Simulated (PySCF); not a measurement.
Method: PySCF with PBE0-D4/def2-TZVP. All species are isolated molecules in the gas phase. One relaxed conformer stands for a flexible species; it need not be the lowest. Excitations are Tamm–Dancoff values on a coarser integration grid. The basis has no diffuse functions, so Rydberg states are missing or too high.

Reference species (SMILES): `OC1=CC=C[SiH2]1` (H–O–C–Si torsion 0°) (neutral, multiplicity 1).

- HOMO–LUMO gap: 4.82 eV
- S1 oscillator strength: 0.104
- S1–T1 gap (TDA): 1.78 eV

Changed species: `O[SiH]1C=CC=C1` (H–O–Si–C torsion 54°).

Problem. What does the change do to the HOMO–LUMO gap, S1 oscillator strength and S1–T1 gap (TDA)?

Solution. the HOMO–LUMO gap rises by 0.26 eV, to 5.08 eV; the S1 oscillator strength falls by 0.048, to 0.056; the S1–T1 gap (TDA) increases by 0.03 eV, to 1.81 eV.
